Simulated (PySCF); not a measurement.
Here is a job for PySCF.
```python
from pyscf import gto, scf, dft

mol = gto.M(
    atom='''
Sb    0.99636671    0.49528087    0.28094358
I    -0.84063518    1.26437259   -1.50307590
I    -0.11813279   -1.74096362    1.23273397
''',
    basis='3-21g',
    charge=1,
    verbose=4,
)

mf = dft.RKS(mol)
mf.xc = 'lda,vwn'
mf.kernel()
```

Question: What does this run give for the Mulliken (on the basis functions themselves) charges in atom order, total energy, nuclear repulsion energy, number of basis functions, HOMO energy, HOMO-LUMO gap?

Answer: 
Mulliken (on the basis functions themselves) charges in atom order: Sb1 0.61, I2 0.19, I3 0.19
total energy: -20050.7405 Eh
nuclear repulsion energy: 1430.0521 Eh
number of basis functions: 93
HOMO energy: -11.86 eV
HOMO-LUMO gap: 1.42 eV
